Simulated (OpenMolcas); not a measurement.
Zr3+ (d1) among equal point charges was computed by CASSCF with the d shell active (OpenMolcas, ANO-RCC-VDZP on the metal). Its lowest spin-free states, and all those of the highest spin:

| 2S+1 | Degeneracy | E (cm-1) |
| --- | --- | --- |
| 2 | 1 | 0.0 |
| 2 | 2 | 866.3 |
| 2 | 2 | 11012 |

Task: Is the site octahedral, tetrahedral or cube-like, axial, or of lower symmetry?

Result: The states with 2S+1 = 2 have orbital degeneracies 1, 2, 2. There are pairs but no triples, so the site is axial: not cubic, but with a proper or improper axis of order three or more. The run had Zr3+ among 6 point charges of -1.36 e arranged as a trigonal antiprism (D3d), 2.25 Å from the ion, with a polar angle of 55.8° against the regular 54.74°.

Point charges carry no covalency, so the field is a model and not that of real ligands. No measured value stands beside these numbers.
